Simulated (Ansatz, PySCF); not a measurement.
Two conformers of C4H8O2 (SMILES C1COCCO1), B3LYP-D3(BJ)/def2-TZVP minima.
Conformer 1 (charge 0, multiplicity 1):
```json
[
 {"atom": "C", "x (Å)": "0.6768", "y (Å)": "1.1944", "z (Å)": "-0.3151"},
 {"atom": "C", "x (Å)": "1.3623", "y (Å)": "-0.0445", "z (Å)": "0.2321"},
 {"atom": "O", "x (Å)": "0.4468", "y (Å)": "-0.8367", "z (Å)": "0.9778"},
 {"atom": "C", "x (Å)": "-0.6768", "y (Å)": "-1.1944", "z (Å)": "0.1831"},
 {"atom": "C", "x (Å)": "-1.3623", "y (Å)": "0.0445", "z (Å)": "-0.3640"},
 {"atom": "O", "x (Å)": "-0.4468", "y (Å)": "0.8366", "z (Å)": "-1.1097"},
 {"atom": "H", "x (Å)": "0.3555", "y (Å)": "1.8365", "z (Å)": "0.5167"},
 {"atom": "H", "x (Å)": "1.3507", "y (Å)": "1.7612", "z (Å)": "-0.9586"},
 {"atom": "H", "x (Å)": "2.1720", "y (Å)": "0.2254", "z (Å)": "0.9112"},
 {"atom": "H", "x (Å)": "1.7758", "y (Å)": "-0.6346", "z (Å)": "-0.5974"},
 {"atom": "H", "x (Å)": "-0.3554", "y (Å)": "-1.8365", "z (Å)": "-0.6486"},
 {"atom": "H", "x (Å)": "-1.3507", "y (Å)": "-1.7613", "z (Å)": "0.8266"},
 {"atom": "H", "x (Å)": "-2.1720", "y (Å)": "-0.2254", "z (Å)": "-1.0431"},
 {"atom": "H", "x (Å)": "-1.7758", "y (Å)": "0.6346", "z (Å)": "0.4656"}
]
```
Conformer 2 (charge 0, multiplicity 1):
```xyz
14

C     -0.96821     1.03244    -0.35754
C     -1.22613    -0.45439    -0.11694
O     -0.20488    -1.23155    -0.71290
C      1.08351    -0.96588    -0.15570
C      1.13458     0.40155     0.52444
O      0.41838     1.35481    -0.23744
H     -1.25721     1.30739    -1.37319
H     -1.55724     1.63352     0.34811
H     -2.16533    -0.75256    -0.58262
H     -1.30518    -0.67401     0.95558
H      1.35251    -1.75166     0.56290
H      1.78781    -1.00117    -0.98839
H      2.16473     0.75219     0.58531
H      0.74266     0.34932     1.54838
```

No zero-point or thermal terms.

Programs: Ansatz (a first-principles code) with Gaussian orbitals; PySCF for the dispersion terms. Values without a source in brackets are computed.

Problem. Predict the electronic energy of conformer 2 less that of conformer 1 from SVWN5/def2-TZVPP.

Solution. 32 kJ/mol
